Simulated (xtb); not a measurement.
Calculation: GFN2-xTB run with xtb 6.7.1.

```
xtb start.xyz --ohess tight --gfn 2 --chrg 0 --uhf 0 --iterations 400

# start.xyz
5

F     -0.041834    -1.013989     1.332271
Si    -0.007564    -0.124082     0.002587
F     -0.084957    -1.066017    -1.288899
Cl     1.696598     1.002202    -0.047806
Cl    -1.562244     1.201886     0.001847
```

Output:

```
[...]

   *** convergence criteria satisfied after 3 iterations ***

         #    Occupation            Energy/Eh            Energy/eV
      -------------------------------------------------------------
         1        2.0000           -1.0984864             -29.8913
       ...           ...                  ...                  ...
        10        2.0000           -0.5381967             -14.6451
        11        2.0000           -0.5317302             -14.4691
        12        2.0000           -0.4981296             -13.5548
        13        2.0000           -0.4789186             -13.0320
        14        2.0000           -0.4773052             -12.9881
        15        2.0000           -0.4723948             -12.8545
        16        2.0000           -0.4675353             -12.7223 (HOMO)
        17                         -0.1864924              -5.0747 (LUMO)
        18                         -0.1862749              -5.0688
        19                         -0.1528399              -4.1590
        20                         -0.0667824              -1.8172
        21                         -0.0362000              -0.9851
       ...                                ...                  ...
        35                          0.9246679              25.1615
      -------------------------------------------------------------
                  HL-Gap            0.2810429 Eh            7.6476 eV
             Fermi-level           -0.3270139 Eh           -8.8985 eV


         :::::::::::::::::::::::::::::::::::::::::::::::::::::
         ::                     SUMMARY                     ::
         :::::::::::::::::::::::::::::::::::::::::::::::::::::
         :: total energy             -20.490203515651 Eh    ::
         :: gradient norm              0.000182157441 Eh/a0 ::
         :: HOMO-LUMO gap              7.647567735912 eV    ::
         ::.................................................::
         :: SCC energy               -20.535774086768 Eh    ::
         :: -> isotropic ES            0.044224985446 Eh    ::
         :: -> anisotropic ES          0.000350575156 Eh    ::
         :: -> anisotropic XC         -0.003400589690 Eh    ::
         :: -> dispersion             -0.004246601282 Eh    ::
         :: repulsion energy           0.045570571117 Eh    ::
         :: add. restraining           0.000000000000 Eh    ::
         :: total charge               0.000000000000 e     ::
         :::::::::::::::::::::::::::::::::::::::::::::::::::::

           -------------------------------------------------
          |                Numerical Hessian                |
           -------------------------------------------------
step length          :   0.00500
SCC accuracy         :   0.30000
Hessian scale factor :   1.00000
frozen atoms in %    :   0.00000    0
RMS gradient         :   0.00018
estimated CPU  time      0.00 min
estimated wall time      0.00 min

writing file <hessian>.

 projected vibrational frequencies (cm⁻¹)
eigval :       -0.00    -0.00    -0.00    -0.00     0.00     0.00
eigval :      128.78   146.30   208.89   226.90   254.43   478.80
eigval :      617.91   849.84   873.31
           -------------------------------------------------
          |                Property Printout                |
           -------------------------------------------------

    * Orbital Energies and Occupations

         #    Occupation            Energy/Eh            Energy/eV
      -------------------------------------------------------------
         1        2.0000           -1.0984863             -29.8913
       ...           ...                  ...                  ...
         4        2.0000           -0.8437202             -22.9588
         5        2.0000           -0.6650307             -18.0964
         6        2.0000           -0.5696378             -15.5006
         7        2.0000           -0.5641039             -15.3500
         8        2.0000           -0.5634048             -15.3310
         9        2.0000           -0.5466194             -14.8743
        10        2.0000           -0.5381968             -14.6451
        11        2.0000           -0.5317301             -14.4691
        12        2.0000           -0.4981295             -13.5548
        13        2.0000           -0.4789185             -13.0320
        14        2.0000           -0.4773050             -12.9881
        15        2.0000           -0.4723947             -12.8545
        16        2.0000           -0.4675352             -12.7223 (HOMO)
        17                         -0.1864921              -5.0747 (LUMO)
        18                         -0.1862745              -5.0688
        19                         -0.1528397              -4.1590
        20                         -0.0667822              -1.8172
        21                         -0.0361999              -0.9850
        22                         -0.0233384              -0.6351
        23                         -0.0222920              -0.6066
        24                         -0.0182717              -0.4972
        25                         -0.0182152              -0.4957
        26                         -0.0181555              -0.4940
        27                         -0.0061881              -0.1684
       ...                                ...                  ...
        35                          0.9246681              25.1615
      -------------------------------------------------------------
                  HL-Gap            0.2810431 Eh            7.6476 eV
             Fermi-level           -0.3270136 Eh           -8.8985 eV

     #   Z          covCN         q      C6AA      α(0)
     1   9 F        0.705    -0.217    11.426     3.991
     2  14 Si       3.021     0.645   160.448    27.577
     3   9 F        0.705    -0.217    11.426     3.991
     4  17 Cl       0.807    -0.105   102.318    15.474
     5  17 Cl       0.807    -0.105   102.318    15.474

 Mol. C6AA /au·bohr⁶  :       1514.319604
 Mol. C8AA /au·bohr⁸  :      68178.646614
 Mol. α(0) /au        :         66.507166

Wiberg/Mayer (AO) data.
largest (>0.10) Wiberg bond orders for each atom

 ---------------------------------------------------------------------------
     #   Z sym  total        # sym  WBO       # sym  WBO       # sym  WBO
 ---------------------------------------------------------------------------
     1   9 F    1.251 --     2 Si   1.103
     2  14 Si   4.607 --     5 Cl   1.200     4 Cl   1.200     3 F    1.103
                             1 F    1.103
     3   9 F    1.251 --     2 Si   1.103
     4  17 Cl   1.377 --     2 Si   1.200
     5  17 Cl   1.377 --     2 Si   1.200
 ---------------------------------------------------------------------------

Topologies differ in total number of bonds
Writing topology from bond orders to xtbtopo.mol

molecular dipole:
                 x           y           z       tot (Debye)
 q only:        0.026       0.429      -0.009
   full:        0.029       0.473      -0.010       1.204
molecular quadrupole (traceless):
                xx          xy          yy          xz          yz          zz
 q only:        0.250      -0.027      -0.194      -0.004       0.003      -0.056
  q+dip:        1.201      -0.125      -0.828      -0.023       0.011      -0.374
   full:        1.174      -0.134      -1.014      -0.019       0.019      -0.160

           -------------------------------------------------
          |                Geometry Summary                 |
           -------------------------------------------------

      molecular mass/u    :      136.9881802
   center of mass at/Å    :        0.0149958       0.2459886      -0.0051298
  moments of inertia/u·Å² :        0.1634726E+03   0.2578283E+03   0.3071828E+03
rotational constants/cm⁻¹ :        0.1031221E+00   0.6538317E-01   0.5487818E-01

 * 4 selected distances

     #   Z          #   Z                                           value/Å
     1   9 F        2  14 Si                                      1.5955545 (min)
     2  14 Si       3   9 F                                       1.5955545
     2  14 Si       4  17 Cl                                      1.9731892 (max)
     2  14 Si       5  17 Cl                                      1.9731892

 * 2 distinct bonds (by element types)

   Z      Z             #   av. dist./Å        max./Å        min./Å
   9 F   14 Si          2     1.5955545     1.5955545     1.5955545
  14 Si  17 Cl          2     1.9731892     1.9731892     1.9731892

           -------------------------------------------------
          |               Frequency Printout                |
           -------------------------------------------------
 projected vibrational frequencies (cm⁻¹)
eigval :       -0.00    -0.00    -0.00    -0.00     0.00     0.00
eigval :      128.78   146.30   208.89   226.90   254.43   478.80
eigval :      617.91   849.84   873.31
 reduced masses (amu)
   1: 32.26   2: 30.00   3: 28.39   4: 31.71   5: 28.89   6: 24.26   7: 30.57   8: 22.64
   9: 25.63  10: 26.01  11: 23.33  12: 30.81  13: 30.48  14: 22.90  15: 23.08
 IR intensities (km·mol⁻¹)
   1:  0.05   2:  0.12   3:  0.12   4:  0.07   5:  0.02   6:  0.26   7:  0.45   8:  0.00
   9: 13.75  10: 99.14  11: 38.22  12:  9.10  13:150.19  14:216.48  15:184.24
Molecule has the following symmetry elements: (C2) 2*(sigma)
It seems to be the C2v point group
 Raman intensities (Ä⁴*amu⁻¹)
   1:  0.00   2:  0.00   3:  0.00   4:  0.00   5:  0.00   6:  0.00   7:  0.00   8:  0.00
   9:  0.00  10:  0.00  11:  0.00  12:  0.00  13:  0.00  14:  0.00  15:  0.00
 output can be read by thermo (or use thermo option).
 writing <g98.out> molden fake output.
 recommended (thermochemical) frequency scaling factor: 1.0
           -------------------------------------------------
          |             Thermodynamic Functions             |
           -------------------------------------------------

c2v symmetry found (for desy threshold:  0.10E+00) used in thermo

          ...................................................
          :                      SETUP                      :
          :.................................................:
          :  # frequencies                           9      :
          :  # imaginary freq.                       0      :
          :  linear?                             false      :
          :  only rotor calc.                    false      :
          :  symmetry                              c2v      :
          :  rotational number                       2      :
          :  scaling factor                  1.0000000      :
          :  rotor cutoff                   50.0000000 cm⁻¹ :
          :  imag. cutoff                  -20.0000000 cm⁻¹ :
          :.................................................:

    mode    ω/cm⁻¹     T·S(HO)/kcal·mol⁻¹    T·S(FR)/kcal·mol⁻¹   T·S(vib)
   ------------------------------------------------------------------------
       1    128.78    -0.88379 ( 97.78%)    -0.77613 (  2.22%)    -0.88139
       2    146.30    -0.81090 ( 98.65%)    -0.73835 (  1.35%)    -0.80992
       3    208.89    -0.61221 ( 99.67%)    -0.63289 (  0.33%)    -0.61228
       4    226.90    -0.56747 ( 99.76%)    -0.60839 (  0.24%)    -0.56757
       5    254.43    -0.50676 ( 99.85%)    -0.57448 (  0.15%)    -0.50686
   ------------------------------------------------------------------------

   temp. (K)  partition function   enthalpy   heat capacity  entropy
                                   cal/mol     cal/K/mol   cal/K/mol   J/K/mol
 298.15  VIB   17.2                 2129.373     12.576     12.789
         ROT  0.137E+06              888.752      2.981     26.492
         INT  0.237E+07             3018.125     15.557     39.281
         TR   0.155E+28             1481.254      4.968     40.638
         TOT                        4499.3794    20.5250    79.9189   334.3805

       T/K    H(0)-H(T)+PV         H(T)/Eh          T*S/Eh         G(T)/Eh
   ------------------------------------------------------------------------
    298.15    0.717022E-02    0.157935E-01    0.379720E-01   -0.221786E-01
   ------------------------------------------------------------------------

         :::::::::::::::::::::::::::::::::::::::::::::::::::::
         ::                  THERMODYNAMIC                  ::
         :::::::::::::::::::::::::::::::::::::::::::::::::::::
         :: total free energy         -20.512382093880 Eh   ::
         ::.................................................::
         :: total energy              -20.490203515654 Eh   ::
         :: zero point energy           0.008623234246 Eh   ::
         :: G(RRHO) w/o ZPVE           -0.030801812472 Eh   ::
         :: G(RRHO) contrib.           -0.022178578226 Eh   ::
         :::::::::::::::::::::::::::::::::::::::::::::::::::::

optimized geometry written to: xtbopt.xyz

           -------------------------------------------------
          | TOTAL ENERGY              -20.490203515654 Eh   |
          | TOTAL ENTHALPY            -20.474410063938 Eh   |
          | TOTAL FREE ENERGY         -20.512382093880 Eh   |
          | GRADIENT NORM               0.000182142912 Eh/α |
          | HOMO-LUMO GAP               7.647572518411 eV   |
           -------------------------------------------------

------------------------------------------------------------------------
```

Cost: around 0.27 core-seconds (rough).
